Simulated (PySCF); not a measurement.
Species: C₂H₁₁Si₃ (doublet state).
Structure used (GFN2-xTB), in Å, numbered top down from 1:
```
atom  x, y, z in Å
Si1   -2.2034    0.0991    0.1943
C2    -0.5489    1.0754    0.0240
C3     0.6058    0.1698   -0.0598
Si4    1.4011   -0.3969    1.5303
Si5    1.1147   -0.4667   -1.7386
H6    -2.1644   -0.6914    1.4238
H7    -3.2902    1.0802    0.2620
H8    -2.3726   -0.7572   -0.9778
H9    -0.4885    1.7320    0.8952
H10   -0.6455    1.6979   -0.8687
H11    2.7493   -0.8928    1.2547
H12    0.6260   -1.4679    2.1798
H13    1.4653    0.7283    2.4741
H14    1.0676    0.6304   -2.7164
H15    2.4707   -1.0106   -1.6666
H16    0.2054   -1.5207   -2.2216
```

The hyperfine couplings belong to this conformer and change with its torsions.

As a line formula: `[SiH3]C[C]([SiH3])[SiH3]` [radical].

Computed with UKS B3LYP, pcH-1 on C H Si, non-relativistic, mean-field spin-orbit, GIAO in PySCF. Geometry: GFN2-xTB, one conformer, isolated molecule. Couplings are sensitive to structure, and on GFN2-xTB geometries they can be far from those on DFT ones. Stability of the SCF solution: not tested.

Largest spin populations (Mulliken): C3 (+0.89) and Si1 (+0.07). No atom but C3 exceeds +0.15. The angles at C3 add up to 359.8°, so it is planar.

Problem. How do the β-proton couplings of this frozen conformer go with θ, the angle between the C–H bond and the normal to the plane of the spin centre's three neighbours, both seen down the bond from centre to carbon?

Solution. 
```tsv
β H	on	centre	θ (°)	cos²θ	a (G)
H9	C2	C3	61	0.24	+15.56
H10	C2	C3	61	0.24	+15.55
```

Couplings in gauss use g_iso = 2.0027.
